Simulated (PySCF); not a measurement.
RbN: energy against distance

Set-up: PySCF, scalar-relativistic core potentials, basis sets Rb def2-TZVPP with ECP28, N def2-TZVPP. Energies in eV from Rb + N in their ground configurations at the same level. State: ³Σ⁻ (triplet), unpaired electrons π ↑↑.

All columns are PBE0. A positive dipole means Rb(−)N(+).

```json
{"R (Å)": "2.371", "E (eV)": "-0.565", "μ (D)": "-6.95", "Mulliken charge on Rb (basis-dependent)": "0.65", "HOMO (eV)": "-3.12", "LUMO (eV)": "-1.15", "Mayer bond order": "0.58", "⟨S²⟩": "2.07"}
{"R (Å)": "2.481", "E (eV)": "-0.763", "μ (D)": "-7.23", "Mulliken charge on Rb (basis-dependent)": "0.64", "HOMO (eV)": "-3.11", "LUMO (eV)": "-1.21", "Mayer bond order": "0.58", "⟨S²⟩": "2.09"}
{"R (Å)": "2.592", "E (eV)": "-0.867", "μ (D)": "-7.40", "Mulliken charge on Rb (basis-dependent)": "0.63", "HOMO (eV)": "-3.10", "LUMO (eV)": "-1.27", "Mayer bond order": "0.59", "⟨S²⟩": "2.11"}
{"R (Å)": "2.674", "E (eV)": "-0.901", "μ (D)": "-7.47", "Mulliken charge on Rb (basis-dependent)": "0.61", "HOMO (eV)": "-3.09", "LUMO (eV)": "-1.31", "Mayer bond order": "0.60", "⟨S²⟩": "2.13"}
{"R (Å)": "2.757", "E (eV)": "-0.909", "μ (D)": "-7.49", "Mulliken charge on Rb (basis-dependent)": "0.60", "HOMO (eV)": "-3.08", "LUMO (eV)": "-1.34", "Mayer bond order": "0.61", "⟨S²⟩": "2.16"}
{"R (Å)": "2.840", "E (eV)": "-0.898", "μ (D)": "-7.47", "Mulliken charge on Rb (basis-dependent)": "0.57", "HOMO (eV)": "-3.08", "LUMO (eV)": "-1.38", "Mayer bond order": "0.62", "⟨S²⟩": "2.19"}
{"R (Å)": "2.950", "E (eV)": "-0.863", "μ (D)": "-7.39", "Mulliken charge on Rb (basis-dependent)": "0.54", "HOMO (eV)": "-3.07", "LUMO (eV)": "-1.42", "Mayer bond order": "0.63", "⟨S²⟩": "2.23"}
{"R (Å)": "3.088", "E (eV)": "-0.801", "μ (D)": "-7.23", "Mulliken charge on Rb (basis-dependent)": "0.50", "HOMO (eV)": "-3.07", "LUMO (eV)": "-1.46", "Mayer bond order": "0.63", "⟨S²⟩": "2.29"}
{"R (Å)": "3.253", "E (eV)": "-0.715", "μ (D)": "-6.97", "Mulliken charge on Rb (basis-dependent)": "0.45", "HOMO (eV)": "-3.07", "LUMO (eV)": "-1.51", "Mayer bond order": "0.62", "⟨S²⟩": "2.36"}
{"R (Å)": "3.474", "E (eV)": "-0.600", "μ (D)": "-6.58", "Mulliken charge on Rb (basis-dependent)": "0.38", "HOMO (eV)": "-3.07", "LUMO (eV)": "-1.56", "Mayer bond order": "0.59", "⟨S²⟩": "2.45"}
```

A fit through these points gives, at Re = 2.745 Å, μ = -7.49 D and dμ/dR = -0.0686 D/Å; the reduced mass is 12.02 u.

**Question.** How strong is the fundamental in the double-harmonic approximation, I = 42.26·(dμ/dR)²/μred km/mol?

**Answer.** I = 42.26·(-0.0686)²/12.02 = 0.0165 km/mol at PBE0.

⟨S²⟩ of the unrestricted solution departs from its pure value on part of the curve, where spin states mix. Spin–orbit coupling is left out. The state was picked by a PBE0 search and need not be the measured ground state.
